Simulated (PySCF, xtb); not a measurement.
Pb(H)(OH) (H2OPb), SMILES [OH][PbH] (connectivity only; charge and spin as stated), neutral, multiplicity 1.

GFN2-xTB run with xtb at its own geometry gives an orbital gap of 3.34 eV and a dipole moment of 3.54 D.

Geometry optimised at B3LYP-D3(BJ)/def2-TZVP. The def2 effective core potentials stand for the cores of Pb; spin–orbit coupling is left out.

Q: What does r2SCAN/def2-TZVPD in PySCF give? (An estimate is asked for; the answer gives what the named calculation found.)

A: gap 3.23 eV (levels -6.24 and -3.01 eV), dipole 1.94 D.
